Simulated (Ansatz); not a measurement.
A run on C₈H₁₄O₃Ti, SMILES `C[O][Ti]1234([O]C)([O]C)[C@H]5[C@@H]1[C@@H]2[C@@H]3[C@H]54` with other settings.

```yaml
crystal:
  periodic: [false, false, false]
  atoms:
    - {symbol: C, position_ang: [-2.453225, -0.512586, 1.774810]}
    - {symbol: O, position_ang: [-1.276511, 0.045678, 1.305770]}
    - {symbol: Ti, position_ang: [0.065739, 0.007411, 0.108795]}
    - {symbol: O, position_ang: [1.403415, -0.874615, 0.994862]}
    - {symbol: C, position_ang: [1.876387, -0.482352, 2.250966]}
    - {symbol: O, position_ang: [0.642723, 1.710085, 0.063234]}
    - {symbol: C, position_ang: [1.267354, 2.729347, -0.634379]}
    - {symbol: C, position_ang: [0.682082, -0.454258, -2.144039]}
    - {symbol: C, position_ang: [0.481673, -1.696195, -1.512482]}
    - {symbol: C, position_ang: [-0.873898, -1.786166, -1.144142]}
    - {symbol: C, position_ang: [-1.519636, -0.602341, -1.567258]}
    - {symbol: C, position_ang: [-0.559758, 0.219225, -2.184274]}
    - {symbol: H, position_ang: [-2.245555, -1.305132, 2.503770]}
    - {symbol: H, position_ang: [-3.046825, -0.949278, 0.960486]}
    - {symbol: H, position_ang: [-3.063840, 0.252885, 2.267071]}
    - {symbol: H, position_ang: [1.079427, -0.506470, 3.005484]}
    - {symbol: H, position_ang: [2.672795, -1.164013, 2.569563]}
    - {symbol: H, position_ang: [2.284017, 0.536594, 2.226216]}
    - {symbol: H, position_ang: [2.348615, 2.720693, -0.451510]}
    - {symbol: H, position_ang: [0.874570, 3.701471, -0.314964]}
    - {symbol: H, position_ang: [1.106927, 2.636572, -1.716912]}
    - {symbol: H, position_ang: [1.625596, -0.070756, -2.503908]}
    - {symbol: H, position_ang: [1.250412, -2.413295, -1.271450]}
    - {symbol: H, position_ang: [-1.331317, -2.601786, -0.603473]}
    - {symbol: H, position_ang: [-2.557291, -0.350702, -1.405047]}
    - {symbol: H, position_ang: [-0.733885, 1.209986, -2.577198]}
basis:
  gaussian: {orbitals: def2-mTZVP, fitting: {mean_field: cc-pVTZ-jkfit}}
hamiltonian: {xc: {name: PBE0}, dispersion: d4}
accuracy: high
```

```sh
$ ansatz run in.yaml --threads 11 --pin off --events-out ev --progress --plain --max-ram 174080MiB --backend cuda --devices 0, --max-vram 75GiB
```

It prints (some lines left out):

```
Functional definition: PBE0
Error: <dir> the basis set cc-pVTZ-JKFIT has no functions for Ti
```

Run time 4.2 s (11 threads of an AMD EPYC 7R13 on a shared host and a whole NVIDIA H100 80 GB); peak host memory 1.8 GiB.
